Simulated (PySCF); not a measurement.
BClFH (calculated)

All values are calculated (PySCF 2.14.0). Calculation on a computer-drawn molecule: vertical ionisation energy to the stated ion spin, frozen-core CCSD(T) at the basis limit and cheaper methods, single-reference cases, UHF for radicals, no spin-orbit; all values are single points at the evaluated structure, the first of each entry, which is the reference or a displaced copy of it and isn't optimised; the reference structure only sets the zero of the energies above reference; triples share is (T) over the correlation energy.

Common to all runs: charge 0; multiplicity 1; ion multiplicity 2; diffuse functions no; basis cc-pV(n+d)Z; reference is the Hartree-Fock double-zeta minimum; best is HF at quadruple zeta + MP2 correlation extrapolated from triple and quadruple zeta + CCSD(T) minus MP2 at triple zeta; basis step is the size of the change from the same recipe one zeta lower.

(1) BClFH

Evaluated structure:
```xyz
4
BClFH
F      0.7229     0.8960     1.2900
B      0.8833     0.0475     0.3907
Cl    -0.4405     0.0119    -1.4287
H      1.7918    -0.8031     0.5017
```

Reference structure:
```xyz
4
BClFH
F      0.6640     0.8328     1.2504
B      0.9107    -0.0473     0.3049
Cl    -0.0805    -0.0226    -1.1406
H      1.7869    -0.8386     0.4341
```

```
ionisation energy best                         : 11.35 eV
ionisation energy basis step                   : 0.08155 eV
energy above reference best                    : 35.98 kcal/mol
energy above reference basis step              : 0.2369 kcal/mol
ionisation energy Koopmans at triple zeta      : 11.91 eV
ionisation energy EOM CCSD at triple zeta      : 11.24 eV
total energy HF triple zeta                    : -584.3138 hartree
total energy CCSD(T) triple zeta               : -584.8947 hartree
total energy best                              : -584.9931 hartree
T1 diagnostic at triple zeta                   : 0.01382
D1 diagnostic at triple zeta                   : 0.04229
ion T1 diagnostic at triple zeta               : 0.01503
ion D1 diagnostic at triple zeta               : 0.03966
ion spin squared at triple zeta                : 0.7619
triples share at triple zeta                   : 0.03613
basis functions triple zeta                    : 113
dipole magnitude HF at triple zeta             : 3.147 debye
dipole magnitude CCSD unrelaxed at triple zeta : 2.788 debye
dipole magnitude PBE at triple zeta            : 2.683 debye
dipole magnitude r2SCAN at triple zeta         : 2.831 debye
dipole magnitude B3LYP at triple zeta          : 2.777 debye
dipole magnitude wB97X at triple zeta          : 3.007 debye
```

Drawn bonds:
| atom | other atom | order |
| --- | --- | --- |
| 1 | 2 | 1 |
| 2 | 3 | 1 |
| 2 | 4 | 1 |

Triple zeta:
| method | ionisation energy (eV) | energy above reference (kcal/mol) |
| --- | --- | --- |
| HF | 10.01 | 36.23 |
| PBE | 11.19 | 32.73 |
| r2SCAN | 11.23 | 34.52 |
| B3LYP | 11.26 | 33.41 |
| wB97X | 11.21 | 36.53 |
| MP2 | 11.22 | 37.41 |
| CCSD | 11.05 | 36.63 |
| CCSD(T) | 11.12 | 36.04 |

(2) BClFH

Evaluated structure:
```xyz
4
BClFH
F      0.7229     0.8960     1.2900
B      0.8833     0.0475     0.3907
Cl    -0.5900     0.0079    -1.6341
H      1.7918    -0.8031     0.5017
```

Reference structure:
```xyz
4
BClFH
F      0.6640     0.8328     1.2504
B      0.9107    -0.0473     0.3049
Cl    -0.0805    -0.0226    -1.1406
H      1.7869    -0.8386     0.4341
```

```
ionisation energy best                         : 10.8 eV
ionisation energy basis step                   : 0.07311 eV
energy above reference best                    : 58.03 kcal/mol
energy above reference basis step              : 0.2158 kcal/mol
ionisation energy Koopmans at triple zeta      : 11.41 eV
ionisation energy EOM CCSD at triple zeta      : 10.7 eV
total energy HF triple zeta                    : -584.2757 hartree
total energy CCSD(T) triple zeta               : -584.8591 hartree
total energy best                              : -584.9580 hartree
T1 diagnostic at triple zeta                   : 0.01616
D1 diagnostic at triple zeta                   : 0.04911
ion T1 diagnostic at triple zeta               : 0.01551
ion D1 diagnostic at triple zeta               : 0.04464
ion spin squared at triple zeta                : 0.7625
triples share at triple zeta                   : 0.03761
basis functions triple zeta                    : 113
dipole magnitude HF at triple zeta             : 4.489 debye
dipole magnitude CCSD unrelaxed at triple zeta : 3.833 debye
dipole magnitude PBE at triple zeta            : 3.739 debye
dipole magnitude r2SCAN at triple zeta         : 3.943 debye
dipole magnitude B3LYP at triple zeta          : 3.87 debye
dipole magnitude wB97X at triple zeta          : 4.239 debye
```

Drawn bonds:
| atom | other atom | order |
| --- | --- | --- |
| 1 | 2 | 1 |
| 2 | 3 | 1 |
| 2 | 4 | 1 |

Triple zeta:
| method | ionisation energy (eV) | energy above reference (kcal/mol) |
| --- | --- | --- |
| HF | 9.355 | 60.13 |
| PBE | 10.71 | 52.91 |
| r2SCAN | 10.71 | 55.78 |
| B3LYP | 10.73 | 54.15 |
| wB97X | 10.61 | 59.3 |
| MP2 | 10.62 | 60.5 |
| CCSD | 10.46 | 59.56 |
| CCSD(T) | 10.56 | 58.37 |

(3) BClFH

Evaluated structure:
```xyz
4
BClFH
F      0.6586     0.7842     1.2092
B      0.9140     0.0813     0.3102
Cl    -0.1699     0.0345    -1.0842
H      1.8862    -0.8373     0.3615
```

Reference structure:
```xyz
4
BClFH
F      0.6640     0.8328     1.2504
B      0.9107    -0.0473     0.3049
Cl    -0.0805    -0.0226    -1.1406
H      1.7869    -0.8386     0.4341
```

```
ionisation energy best                         : 12.14 eV
ionisation energy basis step                   : 0.07663 eV
energy above reference best                    : 19.28 kcal/mol
energy above reference basis step              : 1.407 kcal/mol
ionisation energy Koopmans at triple zeta      : 12.45 eV
ionisation energy EOM CCSD at triple zeta      : 12.01 eV
total energy HF triple zeta                    : -584.3432 hartree
total energy CCSD(T) triple zeta               : -584.9200 hartree
total energy best                              : -585.0198 hartree
T1 diagnostic at triple zeta                   : 0.01103
D1 diagnostic at triple zeta                   : 0.03606
ion T1 diagnostic at triple zeta               : 0.04082
ion D1 diagnostic at triple zeta               : 0.226
ion spin squared at triple zeta                : 0.7631
triples share at triple zeta                   : 0.03374
basis functions triple zeta                    : 113
dipole magnitude HF at triple zeta             : 0.9744 debye
dipole magnitude CCSD unrelaxed at triple zeta : 0.8753 debye
dipole magnitude PBE at triple zeta            : 0.8252 debye
dipole magnitude r2SCAN at triple zeta         : 0.8689 debye
dipole magnitude B3LYP at triple zeta          : 0.8525 debye
dipole magnitude wB97X at triple zeta          : 0.9335 debye
```

Drawn bonds:
| atom | other atom | order |
| --- | --- | --- |
| 1 | 2 | 1 |
| 2 | 3 | 1 |
| 2 | 4 | 1 |

Triple zeta:
| method | ionisation energy (eV) | energy above reference (kcal/mol) |
| --- | --- | --- |
| HF | 11.04 | 17.76 |
| PBE | 11.47 | 20.1 |
| r2SCAN | 11.63 | 19.31 |
| B3LYP | 11.75 | 19.62 |
| wB97X | 11.93 | 19.74 |
| MP2 | 12.14 | 20.6 |
| CCSD | 11.91 | 19.78 |
| CCSD(T) | 11.93 | 20.14 |

(4) BClFH

Evaluated structure:
```xyz
4
BClFH
F      0.6340     0.8379     1.2293
B      0.9539    -0.0408     0.2941
Cl    -0.3480    -0.0281    -1.5236
H      1.7758    -0.8359     0.4290
```

Reference structure:
```xyz
4
BClFH
F      0.6640     0.8328     1.2504
B      0.9107    -0.0473     0.3049
Cl    -0.0805    -0.0226    -1.1406
H      1.7869    -0.8386     0.4341
```

```
ionisation energy best                         : 11.46 eV
ionisation energy basis step                   : 0.08423 eV
energy above reference best                    : 32.99 kcal/mol
energy above reference basis step              : 0.3875 kcal/mol
ionisation energy Koopmans at triple zeta      : 11.98 eV
ionisation energy EOM CCSD at triple zeta      : 11.34 eV
total energy HF triple zeta                    : -584.3174 hartree
total energy CCSD(T) triple zeta               : -584.8999 hartree
total energy best                              : -584.9979 hartree
T1 diagnostic at triple zeta                   : 0.01467
D1 diagnostic at triple zeta                   : 0.04686
ion T1 diagnostic at triple zeta               : 0.01573
ion D1 diagnostic at triple zeta               : 0.04489
ion spin squared at triple zeta                : 0.7619
triples share at triple zeta                   : 0.03649
basis functions triple zeta                    : 113
dipole magnitude HF at triple zeta             : 3.142 debye
dipole magnitude CCSD unrelaxed at triple zeta : 2.727 debye
dipole magnitude PBE at triple zeta            : 2.566 debye
dipole magnitude r2SCAN at triple zeta         : 2.739 debye
dipole magnitude B3LYP at triple zeta          : 2.696 debye
dipole magnitude wB97X at triple zeta          : 2.93 debye
```

Drawn bonds:
| atom | other atom | order |
| --- | --- | --- |
| 1 | 2 | 1 |
| 2 | 3 | 1 |
| 2 | 4 | 1 |

Triple zeta:
| method | ionisation energy (eV) | energy above reference (kcal/mol) |
| --- | --- | --- |
| HF | 10.1 | 33.94 |
| PBE | 11.32 | 29.59 |
| r2SCAN | 11.34 | 31.6 |
| B3LYP | 11.37 | 30.37 |
| wB97X | 11.31 | 33.38 |
| MP2 | 11.31 | 33.86 |
| CCSD | 11.15 | 33.51 |
| CCSD(T) | 11.22 | 32.74 |

(5) BClFH

Evaluated structure:
```xyz
4
BClFH
F      0.5810     0.9267     1.2999
B      0.9115    -0.0342     0.2942
Cl    -0.1143     0.0322    -1.1401
H      1.8087    -0.7413     0.5124
```

Reference structure:
```xyz
4
BClFH
F      0.6640     0.8328     1.2504
B      0.9107    -0.0473     0.3049
Cl    -0.0805    -0.0226    -1.1406
H      1.7869    -0.8386     0.4341
```

```
ionisation energy best                         : 12.74 eV
ionisation energy basis step                   : 0.0991 eV
energy above reference best                    : 6.42 kcal/mol
energy above reference basis step              : 0.5202 kcal/mol
ionisation energy Koopmans at triple zeta      : 13.14 eV
ionisation energy EOM CCSD at triple zeta      : 12.61 eV
total energy HF triple zeta                    : -584.3582 hartree
total energy CCSD(T) triple zeta               : -584.9420 hartree
total energy best                              : -585.0403 hartree
T1 diagnostic at triple zeta                   : 0.01371
D1 diagnostic at triple zeta                   : 0.04773
ion T1 diagnostic at triple zeta               : 0.02091
ion D1 diagnostic at triple zeta               : 0.08254
ion spin squared at triple zeta                : 0.7617
triples share at triple zeta                   : 0.03542
basis functions triple zeta                    : 113
dipole magnitude HF at triple zeta             : 1.548 debye
dipole magnitude CCSD unrelaxed at triple zeta : 1.264 debye
dipole magnitude PBE at triple zeta            : 1.054 debye
dipole magnitude r2SCAN at triple zeta         : 1.154 debye
dipole magnitude B3LYP at triple zeta          : 1.211 debye
dipole magnitude wB97X at triple zeta          : 1.263 debye
```

Drawn bonds:
| atom | other atom | order |
| --- | --- | --- |
| 1 | 2 | 1 |
| 2 | 3 | 1 |
| 2 | 4 | 1 |

Triple zeta:
| method | ionisation energy (eV) | energy above reference (kcal/mol) |
| --- | --- | --- |
| HF | 11.55 | 8.386 |
| PBE | 12.22 | 5.217 |
| r2SCAN | 12.39 | 6.283 |
| B3LYP | 12.49 | 6.115 |
| wB97X | 12.58 | 6.165 |
| MP2 | 12.66 | 6.306 |
| CCSD | 12.48 | 6.739 |
| CCSD(T) | 12.51 | 6.333 |

(6) BClFH

Evaluated structure:
```xyz
4
BClFH
F      0.5810     0.9267     1.2999
B      0.9115    -0.0342     0.2942
Cl    -0.1858     0.0368    -1.2401
H      1.8087    -0.7413     0.5124
```

Reference structure:
```xyz
4
BClFH
F      0.6640     0.8328     1.2504
B      0.9107    -0.0473     0.3049
Cl    -0.0805    -0.0226    -1.1406
H      1.7869    -0.8386     0.4341
```

```
ionisation energy best                         : 12.49 eV
ionisation energy basis step                   : 0.09715 eV
energy above reference best                    : 12.03 kcal/mol
energy above reference basis step              : 0.7086 kcal/mol
ionisation energy Koopmans at triple zeta      : 12.93 eV
ionisation energy EOM CCSD at triple zeta      : 12.37 eV
total energy HF triple zeta                    : -584.3493 hartree
total energy CCSD(T) triple zeta               : -584.9335 hartree
total energy best                              : -585.0313 hartree
T1 diagnostic at triple zeta                   : 0.01427
D1 diagnostic at triple zeta                   : 0.0498
ion T1 diagnostic at triple zeta               : 0.01849
ion D1 diagnostic at triple zeta               : 0.05617
ion spin squared at triple zeta                : 0.7614
triples share at triple zeta                   : 0.03587
basis functions triple zeta                    : 113
dipole magnitude HF at triple zeta             : 1.694 debye
dipole magnitude CCSD unrelaxed at triple zeta : 1.372 debye
dipole magnitude PBE at triple zeta            : 1.148 debye
dipole magnitude r2SCAN at triple zeta         : 1.273 debye
dipole magnitude B3LYP at triple zeta          : 1.311 debye
dipole magnitude wB97X at triple zeta          : 1.409 debye
```

Drawn bonds:
| atom | other atom | order |
| --- | --- | --- |
| 1 | 2 | 1 |
| 2 | 3 | 1 |
| 2 | 4 | 1 |

Triple zeta:
| method | ionisation energy (eV) | energy above reference (kcal/mol) |
| --- | --- | --- |
| HF | 11.25 | 13.92 |
| PBE | 12.12 | 10.03 |
| r2SCAN | 12.25 | 11.66 |
| B3LYP | 12.32 | 11.19 |
| wB97X | 12.36 | 11.77 |
| MP2 | 12.39 | 12.02 |
| CCSD | 12.22 | 12.27 |
| CCSD(T) | 12.27 | 11.69 |

(7) BClFH

Evaluated structure:
```xyz
4
BClFH
F      0.5810     0.9267     1.2999
B      0.9115    -0.0342     0.2942
Cl    -0.1875     0.0369    -1.2425
H      1.8087    -0.7413     0.5124
```

Reference structure:
```xyz
4
BClFH
F      0.6640     0.8328     1.2504
B      0.9107    -0.0473     0.3049
Cl    -0.0805    -0.0226    -1.1406
H      1.7869    -0.8386     0.4341
```

```
ionisation energy best                         : 12.48 eV
ionisation energy basis step                   : 0.09709 eV
energy above reference best                    : 12.23 kcal/mol
energy above reference basis step              : 0.7122 kcal/mol
ionisation energy Koopmans at triple zeta      : 12.93 eV
ionisation energy EOM CCSD at triple zeta      : 12.37 eV
total energy HF triple zeta                    : -584.3490 hartree
total energy CCSD(T) triple zeta               : -584.9332 hartree
total energy best                              : -585.0310 hartree
T1 diagnostic at triple zeta                   : 0.01429
D1 diagnostic at triple zeta                   : 0.04985
ion T1 diagnostic at triple zeta               : 0.01845
ion D1 diagnostic at triple zeta               : 0.05567
ion spin squared at triple zeta                : 0.7614
triples share at triple zeta                   : 0.03588
basis functions triple zeta                    : 113
dipole magnitude HF at triple zeta             : 1.7 debye
dipole magnitude CCSD unrelaxed at triple zeta : 1.377 debye
dipole magnitude PBE at triple zeta            : 1.153 debye
dipole magnitude r2SCAN at triple zeta         : 1.279 debye
dipole magnitude B3LYP at triple zeta          : 1.316 debye
dipole magnitude wB97X at triple zeta          : 1.415 debye
```

Drawn bonds:
| atom | other atom | order |
| --- | --- | --- |
| 1 | 2 | 1 |
| 2 | 3 | 1 |
| 2 | 4 | 1 |

Triple zeta:
| method | ionisation energy (eV) | energy above reference (kcal/mol) |
| --- | --- | --- |
| HF | 11.24 | 14.12 |
| PBE | 12.12 | 10.2 |
| r2SCAN | 12.25 | 11.85 |
| B3LYP | 12.32 | 11.37 |
| wB97X | 12.35 | 11.97 |
| MP2 | 12.39 | 12.22 |
| CCSD | 12.21 | 12.46 |
| CCSD(T) | 12.26 | 11.88 |

(8) BClFH

Evaluated structure:
```xyz
4
BClFH
F      0.5810     0.9267     1.2999
B      0.9115    -0.0342     0.2942
Cl    -0.2567     0.0414    -1.3392
H      1.8087    -0.7413     0.5124
```

Reference structure:
```xyz
4
BClFH
F      0.6640     0.8328     1.2504
B      0.9107    -0.0473     0.3049
Cl    -0.0805    -0.0226    -1.1406
H      1.7869    -0.8386     0.4341
```

```
ionisation energy best                         : 12.22 eV
ionisation energy basis step                   : 0.09419 eV
energy above reference best                    : 21.5 kcal/mol
energy above reference basis step              : 0.8309 kcal/mol
ionisation energy Koopmans at triple zeta      : 12.7 eV
ionisation energy EOM CCSD at triple zeta      : 12.1 eV
total energy HF triple zeta                    : -584.3337 hartree
total energy CCSD(T) triple zeta               : -584.9186 hartree
total energy best                              : -585.0162 hartree
T1 diagnostic at triple zeta                   : 0.01481
D1 diagnostic at triple zeta                   : 0.05128
ion T1 diagnostic at triple zeta               : 0.01759
ion D1 diagnostic at triple zeta               : 0.05242
ion spin squared at triple zeta                : 0.7615
triples share at triple zeta                   : 0.03638
basis functions triple zeta                    : 113
dipole magnitude HF at triple zeta             : 1.999 debye
dipole magnitude CCSD unrelaxed at triple zeta : 1.65 debye
dipole magnitude PBE at triple zeta            : 1.438 debye
dipole magnitude r2SCAN at triple zeta         : 1.582 debye
dipole magnitude B3LYP at triple zeta          : 1.592 debye
dipole magnitude wB97X at triple zeta          : 1.734 debye
```

Drawn bonds:
| atom | other atom | order |
| --- | --- | --- |
| 1 | 2 | 1 |
| 2 | 3 | 1 |
| 2 | 4 | 1 |

Triple zeta:
| method | ionisation energy (eV) | energy above reference (kcal/mol) |
| --- | --- | --- |
| HF | 10.94 | 23.72 |
| PBE | 11.96 | 18.57 |
| r2SCAN | 12.04 | 20.8 |
| B3LYP | 12.09 | 20.01 |
| wB97X | 12.09 | 21.34 |
| MP2 | 12.1 | 21.72 |
| CCSD | 11.93 | 21.82 |
| CCSD(T) | 11.99 | 21.04 |

(9) BClFH

Evaluated structure:
```xyz
4
BClFH
F      0.5810     0.9267     1.2999
B      0.9115    -0.0342     0.2942
Cl    -0.3922     0.0502    -1.5286
H      1.8087    -0.7413     0.5124
```

Reference structure:
```xyz
4
BClFH
F      0.6640     0.8328     1.2504
B      0.9107    -0.0473     0.3049
Cl    -0.0805    -0.0226    -1.1406
H      1.7869    -0.8386     0.4341
```

```
ionisation energy best                         : 11.68 eV
ionisation energy basis step                   : 0.08687 eV
energy above reference best                    : 43.52 kcal/mol
energy above reference basis step              : 0.9852 kcal/mol
ionisation energy Koopmans at triple zeta      : 12.25 eV
ionisation energy EOM CCSD at triple zeta      : 11.58 eV
total energy HF triple zeta                    : -584.2964 hartree
total energy CCSD(T) triple zeta               : -584.8835 hartree
total energy best                              : -584.9811 hartree
T1 diagnostic at triple zeta                   : 0.01596
D1 diagnostic at triple zeta                   : 0.05252
ion T1 diagnostic at triple zeta               : 0.01778
ion D1 diagnostic at triple zeta               : 0.05248
ion spin squared at triple zeta                : 0.7624
triples share at triple zeta                   : 0.03759
basis functions triple zeta                    : 113
dipole magnitude HF at triple zeta             : 2.821 debye
dipole magnitude CCSD unrelaxed at triple zeta : 2.375 debye
dipole magnitude PBE at triple zeta            : 2.213 debye
dipole magnitude r2SCAN at triple zeta         : 2.39 debye
dipole magnitude B3LYP at triple zeta          : 2.354 debye
dipole magnitude wB97X at triple zeta          : 2.583 debye
```

Drawn bonds:
| atom | other atom | order |
| --- | --- | --- |
| 1 | 2 | 1 |
| 2 | 3 | 1 |
| 2 | 4 | 1 |

Triple zeta:
| method | ionisation energy (eV) | energy above reference (kcal/mol) |
| --- | --- | --- |
| HF | 10.34 | 47.18 |
| PBE | 11.52 | 38.7 |
| r2SCAN | 11.55 | 42.07 |
| B3LYP | 11.59 | 40.75 |
| wB97X | 11.53 | 43.85 |
| MP2 | 11.54 | 44.43 |
| CCSD | 11.38 | 44.33 |
| CCSD(T) | 11.45 | 43.05 |

(10) BClFH

Evaluated structure:
```xyz
4
BClFH
F      0.5810     0.9267     1.2999
B      0.9115    -0.0342     0.2942
Cl    -0.4631     0.0548    -1.6278
H      1.8087    -0.7413     0.5124
```

Reference structure:
```xyz
4
BClFH
F      0.6640     0.8328     1.2504
B      0.9107    -0.0473     0.3049
Cl    -0.0805    -0.0226    -1.1406
H      1.7869    -0.8386     0.4341
```

Drawn bonds:
| atom | other atom | order |
| --- | --- | --- |
| 1 | 2 | 1 |
| 2 | 3 | 1 |
| 2 | 4 | 1 |

Q: Give the missing total energy best for BClFH (entry 10).
A: -584.9625 hartree

Q: BClFH (entry 10): dipole magnitude HF at triple zeta?
A: 3.315 debye

Q: What D1 diagnostic at triple zeta does the calculation give for BClFH (entry 10)?
A: 0.05245

Q: Give the table of triple zeta values for BClFH (entry 10).
A: 
Triple zeta:
| method | ionisation energy (eV) | energy above reference (kcal/mol) |
| --- | --- | --- |
| HF | 10.03 | 59.98 |
| PBE | 11.28 | 49.47 |
| r2SCAN | 11.29 | 53.42 |
| B3LYP | 11.33 | 51.84 |
| wB97X | 11.24 | 55.98 |
| MP2 | 11.26 | 56.63 |
| CCSD | 11.11 | 56.41 |
| CCSD(T) | 11.19 | 54.81 |

Further results for BClFH (entry 10):

```
ionisation energy best                         : 11.42 eV
ionisation energy basis step                   : 0.08193 eV
energy above reference best                    : 55.21 kcal/mol
energy above reference basis step              : 1.055 kcal/mol
ionisation energy Koopmans at triple zeta      : 12.03 eV
ionisation energy EOM CCSD at triple zeta      : 11.32 eV
total energy HF triple zeta                    : -584.2760 hartree
total energy CCSD(T) triple zeta               : -584.8648 hartree
T1 diagnostic at triple zeta                   : 0.0168
ion T1 diagnostic at triple zeta               : 0.0183
ion D1 diagnostic at triple zeta               : 0.05236
ion spin squared at triple zeta                : 0.7631
triples share at triple zeta                   : 0.03836
basis functions triple zeta                    : 113
dipole magnitude CCSD unrelaxed at triple zeta : 2.766 debye
dipole magnitude PBE at triple zeta            : 2.644 debye
dipole magnitude r2SCAN at triple zeta         : 2.841 debye
dipole magnitude B3LYP at triple zeta          : 2.784 debye
dipole magnitude wB97X at triple zeta          : 3.067 debye
```
